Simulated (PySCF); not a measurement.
CH3AlClFS, SMILES C[S][Al]([F])[Cl].

Coordinates come from a PBE-D3(BJ)/def2-SVP optimisation. The structure was generated by enumeration; whether it is a known compound was not checked. Other conformers were not sampled.

Method: PySCF with PBE-D3(BJ)/def2-SVP.

Frequencies are harmonic and unscaled.

Computed vibrational spectrum:
```
mode  ν (cm⁻¹)  IR (km/mol)            moving atoms (share of kinetic energy)
----  --------  -----------  ------------------------------------------------
1           58          1.2                   H 34 %, C 28 %, S 21 %, Cl 10 %
2           90          0.0                                            H 81 %
3          104          2.3  C 23 %, Cl 22 %, F 18 %, Al 16 %, H 11 %, S 10 %
4          172         12.6                   F 36 %, C 23 %, Cl 16 %, S 14 %
5          212         37.2                                   Al 69 %, F 18 %
6          220         11.1          F 30 %, Cl 23 %, S 20 %, C 12 %, Al 10 %
7          417          3.9                  S 40 %, Cl 27 %, F 20 %, Al 11 %
8          608        188.0                          Al 68 %, Cl 18 %, S 12 %
9          678         11.2                             C 60 %, S 31 %, H 8 %
10         854         86.7                                   F 51 %, Al 48 %
11         933          6.2                                    H 85 %, C 14 %
12         948          7.8                                    H 82 %, C 15 %
13        1285         10.0                                    H 88 %, C 12 %
14        1406          7.1                                            H 96 %
15        1407          5.7                                            H 95 %
16        2993         15.9                                            H 98 %
17        3105          1.0                                    H 90 %, C 10 %
18        3112          0.2                                    H 90 %, C 10 %
```
